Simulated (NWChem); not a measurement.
System: C2H5FOSi; SMILES F[SiH](C=C)O

```xyz
10

Si     0.0075    -0.5164    -0.4262
O      0.7710    -1.6843     0.4638
F     -1.5562    -0.4175    -0.0224
C      0.7190     1.1752    -0.1314
C     -0.0265     2.2044     0.2948
H      0.1028    -0.9862    -1.8231
H      0.9146    -1.4855     1.4001
H      1.7823     1.3446    -0.3135
H      0.3886     3.1964     0.4678
H     -1.0914     2.0933     0.4875
```
Atoms are numbered in this order, from 1.

Results from NWChem. Pople sets run with spherical d functions. Structure relaxed at the B3LYP/6-31G* (spherical d) level. Atomic charges in e: unrestrained fits to the electrostatic potential beside Mulliken populations; buried atoms are poorly determined by the fit.

For level Hartree-Fock/6-31G*:

```yaml
ESP Si1: 1.16
Mulliken Si1: 1.35
ESP O2: -0.79
Mulliken O2: -0.88
Mulliken F3: -0.54
Mulliken C4: -0.48
Mulliken C5: -0.35
```

Problem. Estimate the same quantities for level B3LYP/def2-SVP.

Solution. 
| Item | Value |
|---|---|
| ESP Si1 | 0.98 |
| Mulliken Si1 | 0.84 |
| ESP O2 | -0.67 |
| Mulliken O2 | -0.39 |
| Mulliken F3 | -0.34 |
| Mulliken C4 | -0.27 |
| Mulliken C5 | -0.01 |
